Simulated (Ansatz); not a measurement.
Cost and result for the atomization energy of orthosilicic acid (9 atoms, 8 bonds).

Cartesian coordinates in Å:
```
O -0.7805 -0.2712 -1.4063
Si 0.0000 0.0000 0.0000
O 1.4429 -0.7504 -0.1227
O -0.7168 -0.5974 1.3377
O 0.0543 1.6188 0.1912
H -0.6547 -1.1321 -1.8074
H 1.9028 -0.9322 0.6978
H -1.4279 -0.0759 1.7124
H 0.1799 2.1404 -0.6027
```

The species carries charge 0 and has multiplicity 1. Geometry: relaxed with PBE0-D4/def2-TZVP. It is one conformer, not always the lowest. Program: Ansatz. Hardware: A = 2 threads of a server CPU on a shared host; B = 2 threads of an AMD EPYC 7R13 on a shared host and a share of an NVIDIA H100 80 GB. Times are those of one run each, without the atoms' runs, and a repeat can differ threefold. Electronic energies, without spin–orbit coupling; frozen cores. CCSD(T)/CBS extrapolates def2-TZVPP and def2-QZVPP, and its time is that of the two runs behind it. T1 = 0.011. HSE06 is the plane-wave form, built on full-range PBE exchange.

CCSD(T)/CBS is a level of theory with its own doubt, some kJ/mol a heavy atom from the limit and from the frozen cores, so smaller differences don't rank the functionals.

| level | functions | wall time |
| --- | --- | --- |
| BLYP-D4/def2-TZVPP [A] | 222 | 3.3 s |
| revPBE-D4/def2-TZVPP [A] | 222 | 3.4 s |
| PBE-D4/def2-TZVPP (with forces) [A] | 222 | 4.8 s |
| PBE0-D4/def2-TZVPP [A] | 222 | 5 s |
| BHLYP-D4/def2-TZVPP [A] | 222 | 5.5 s |
| HSE06-D4/def2-TZVPP [A] | 222 | 6 s |
| CAM-B3LYP-D4/def2-TZVPP [A] | 222 | 6.5 s |
| r2SCAN-D4/def2-TZVPP (with forces) [A] | 222 | 7 s |
| CCSD(T)/def2-SVP [A] | 94 | 9 s |
| CCSD(T)/def2-TZVPP [B] | 222 | 10 s |
| ωB97M-V/def2-TZVPP (with forces) [A] | 222 | 16 s |
| CCSD(T)/def2-QZVPP [B] | 418 | 34 s |
| CCSD(T)/CBS(def2) | – | 44 s |

Q: What atomization energy does each give, and how far from CCSD(T)/CBS? (Estimate.)

A: The calculation gave: 
```csv
level,atomization (kJ/mol),difference from CCSD(T)/CBS,per bond
BLYP-D4/def2-TZVPP [A],3742.0,-49.2,-6.1
revPBE-D4/def2-TZVPP [A],3678.0,-113.2,-14.1
PBE-D4/def2-TZVPP (with forces) [A],3797.4,6.2,0.8
PBE0-D4/def2-TZVPP [A],3694.3,-96.9,-12.1
BHLYP-D4/def2-TZVPP [A],3572.5,-218.7,-27.3
HSE06-D4/def2-TZVPP [A],3697.9,-93.3,-11.7
CAM-B3LYP-D4/def2-TZVPP [A],3766.5,-24.7,-3.1
r2SCAN-D4/def2-TZVPP (with forces) [A],3757.9,-33.3,-4.2
CCSD(T)/def2-SVP [A],3412.1,-379.1,-47.4
CCSD(T)/def2-TZVPP [B],3662.2,-129.0,-16.1
ωB97M-V/def2-TZVPP (with forces) [A],3769.0,-22.2,-2.8
CCSD(T)/def2-QZVPP [B],3740.0,-51.2,-6.4
CCSD(T)/CBS(def2),3791.2,0.0,0.0
```

Leaving LDA and LC-ωPBE aside and taking each functional with its dispersion term where it has one, the values spread over 225.0 kJ/mol, from BHLYP-D4 to PBE-D4. LDA lies +569.1 kJ/mol from PBE without D4, its usual overbinding. From r2SCAN to r2SCAN0 (25 % exact exchange), in def2-TZVPP and without D4, the atomization energy moves by −97.2 kJ/mol: exact exchange takes away binding that semilocal exchange gives to molecules. In def2-TZVPP, CCSD(T) changes the Hartree–Fock value by +1054.3 kJ/mol (the triples alone add +61.2 kJ/mol) and MP2 by +1185.6 kJ/mol; breaking electron pairs costs correlation energy, which Hartree–Fock lacks.
